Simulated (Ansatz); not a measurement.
`CN(C)[SiH](O)O` + `[NH2][GeH3]` → `O[SiH](O)[NH][GeH3]` + `CNC`  (ligand exchange at the Si–N bond)

Isolated molecules relaxed with PBE0-D4/def2-TZVP in Ansatz; ΔE leaves out vibrations. CBS: MP2 limit from def2 TZ/QZ plus the TZ coupled-cluster correction, frozen cores. Functionals use def2-TZVPP. For Ge outer-core shells are correlated without core-valence functions, which leaves a few kJ/mol of doubt a bond. Scalar relativity is left out up to krypton. Each species was taken in one conformer, which may not be the lowest.

| level | ΔE (kJ/mol) |
| --- | --- |
| ωB97X-V | -11.9 |
| ωB97M-V | -11.5 |
| B2PLYP | -12.8 |
| MP2/def2-TZVPP | -10.9 |
| SCS-MP2/def2-TZVPP | -12.8 |
| HF/def2-QZVPP | -22.6 |
| MP2/def2-QZVPP | -11.5 |
| MP2/CBS(def2) | -11.8 |

Problem. What does CCSD(T)/CBS give? (An estimate is asked.)

Solution. Computed: -13.0 kJ/mol. The listed levels differ from it by 1.1, 1.5, 0.2, 2.1, 0.2, -9.6, 1.5, 1.2 kJ/mol.

Largest T1 diagnostic among the species: 0.011.

In def2-TZVPP, CCSD(T) changes the Hartree–Fock value by +10.2 kJ/mol (the triples alone add +1.6 kJ/mol) and MP2 by +11.4 kJ/mol.
